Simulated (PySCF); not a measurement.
Run record for `CC[C@@H]1CC[C@@H]1F`: PBE0/def2-SVPD, full TDDFT, 1 singlet.

Method: TDDFT PBE0/def2-SVPD, vertical, gas phase, core orbitals frozen in the response (PySCF 2.14.0, density-fitted response routines). Geometry: GFN2-xTB. The command runs a driver script over a list of jobs; the input below is this job's line of settings and its coordinates in Å.

Command:
```bash
OMP_NUM_THREADS=1 python probes_run.py task.json out
```

Input:
```
{"job": {"kind": "uv", "xc": "PBE0", "basis": "def2-SVPD", "nstates": 1, "ntriplets": 5, "tda": false}, "charge": 0, "multiplicity": 1}
C      2.306699    -0.449014     0.002477
C      1.081351     0.220814     0.612723
C     -0.013872     0.460901    -0.419024
C     -1.278145     1.141999     0.145917
C     -2.044217    -0.185140     0.032368
C     -0.874202    -0.775000    -0.759245
F     -0.415858    -1.980120    -0.283312
H      3.069349    -0.601836     0.762045
H      2.727036     0.170050    -0.787895
H      2.041375    -1.415840    -0.416496
H      1.366685     1.184043     1.043795
H      0.687527    -0.405296     1.415052
H      0.412679     0.949063    -1.297921
H     -1.171925     1.533650     1.154865
H     -1.672767     1.923794    -0.498499
H     -2.999235    -0.154637    -0.485915
H     -2.169875    -0.688841     0.987723
H     -1.061366    -0.922270    -1.826981
```

Output:
```
coarse grid: 14424 points
cycle   1  E = -334.3661533170  dE =  6.868e-01  |g| = 5.093e-01  |ddm| = 6.248e+00
cycle   2  E = -334.3427290932  dE =  2.342e-02  |g| = 6.464e-01  |ddm| = 1.648e+00
cycle   3  E = -334.4237054826  dE = -8.098e-02  |g| = 6.332e-02  |ddm| = 7.805e-01
cycle   4  E = -334.4242585088  dE = -5.530e-04  |g| = 3.162e-02  |ddm| = 1.230e-01
cycle   5  E = -334.4244690706  dE = -2.106e-04  |g| = 4.498e-03  |ddm| = 6.040e-02
cycle   6  E = -334.4244728917  dE = -3.821e-06  |g| = 1.664e-03  |ddm| = 1.622e-02
final grid: 137944 points
cycle   7  E = -334.4749454619  dE = -5.120e-05  |g| = 9.881e-03  |ddm| = 1.987e-01
cycle   8  E = -334.4749297745  dE =  1.569e-05  |g| = 1.302e-02  |ddm| = 4.137e-02
cycle   9  E = -334.4749701694  dE = -4.039e-05  |g| = 1.188e-03  |ddm| = 2.293e-02
cycle  10  E = -334.4749704087  dE = -2.393e-07  |g| = 2.739e-04  |ddm| = 1.683e-03
cycle  11  E = -334.4749704216  dE = -1.289e-08  |g| = 5.416e-05  |ddm| = 6.236e-04
cycle  12  E = -334.4749704222  dE = -5.787e-10  |g| = 2.301e-05  |ddm| = 2.100e-04
converged SCF energy = -334.4749704222

Static polarisability (au): isotropic 69.872, principal 62.985 67.869 78.762

Singlet excitations
state   eV       nm        f      main configurations
  1   7.9018    156.9   0.01432   H->L 0.95

Triplet excitations (Tamm-Dancoff, eV): 7.6506 7.7225 8.0822 8.1363 8.4079
```

The SCF starts on a coarse grid where the log names one; the energy can jump when the final grid takes over, and dE then counts from the start density on the new grid. H and L stand for HOMO and LUMO; the number after each pair is its weight.

**Question.** Give S1 in cm⁻¹ and kJ/mol.

**Answer.** 7.9018 eV × 8065.54 = 63732 cm⁻¹; × 96.485 = 762.4 kJ/mol.

**Question.** Give the mean polarisability as a volume in Å³, and the ratio of the largest to the smallest principal value.

**Answer.** 69.872 au × 0.148185 = 10.35 Å³; 78.762/62.985 = 1.25.

In short: SCF converged in 12 cycles with 231 basis and 786 fitting functions; HOMO -8.35 eV, LUMO 0.76 eV; lowest singlet 7.90 eV; lowest triplet 7.65 eV (Tamm–Dancoff); mean polarisability 69.9 au.

On Arm Neoverse V2, one thread, shared host with 192 logical CPUs at a one-minute load of 24, this took 36 s wall (grids of density and orbitals included) and 0.85 GiB of memory at its peak.

Shape of the structure used: `[CH3:1][CH2:2][C@@H:3]1[CH2:4][CH2:5][C@@H:6]1[F:7]`: C1–C2–C3–C4 180°.

One conformer stands for the species.
